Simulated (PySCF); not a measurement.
C$_{3}$H$_{8}$NO, charge +1, singlet, geometry from GFN2-xTB. Base run: M062X/3-21G (PySCF).

PySCF was given this input:
```python
from pyscf import gto, scf, dft

mol = gto.M(
    atom='''
C    -0.731680   -1.146495    0.581472
N    -0.327490    0.162946    0.124680
C    -1.271750    1.226300    0.360898
C     0.802195    0.365265   -0.457310
O     1.638466   -0.609364   -0.661567
H    -0.932200   -1.114958    1.652420
H     0.046582   -1.878644    0.381684
H    -1.647870   -1.445998    0.072121
H    -0.902759    2.177457   -0.015184
H    -1.462619    1.317661    1.431033
H    -2.217754    0.993372   -0.129839
H     1.044303    1.376954   -0.777019
H     2.464433   -0.361970   -1.105792
''',
    basis='3-21g',
    charge=1,
    spin=0,
    verbose=4,
)

mf = dft.RKS(mol)
mf.xc = 'm062x'
mf.kernel()
```

The base run was repeated with changes; each row names its change, and settings that it needs were set with it.

```tsv
change	ΔE vs base (mEh)	fitting functions
base	0.000	-
auxbasis = cc-pvqz-jkfit	0.009	938
auxbasis = default (with mf = mf.density_fit())	0.011	523
auxbasis = cc-pvtz-jkfit	0.007	635
auxbasis = def2-svp-ri	-8.553	352
auxbasis = even-tempered beta=2.0	?	?
auxbasis = def2-universal-jfit	1.413	333
exchange = seminumerical (SGX) (with mf = sgx.sgx_fit(mf, auxbasis='def2-universal-jfit'); with mf.with_df.dfj = True)	-0.589	333
auxbasis = even-tempered beta=3.0	?	?
auxbasis = even-tempered beta=1.6	?	?
```

Q: Complete the blanks.

A: 
- auxbasis = even-tempered beta=2.0, ΔE vs base (mEh): -4.175
- auxbasis = even-tempered beta=2.0, fitting functions: 335
- auxbasis = even-tempered beta=3.0, ΔE vs base (mEh): -7.232
- auxbasis = even-tempered beta=3.0, fitting functions: 217
- auxbasis = even-tempered beta=1.6, ΔE vs base (mEh): -3.627
- auxbasis = even-tempered beta=1.6, fitting functions: 479

A fitting set is made for a task (jfit for Coulomb, jkfit for Coulomb and exchange, ri for correlation) and for a family of orbital bases.
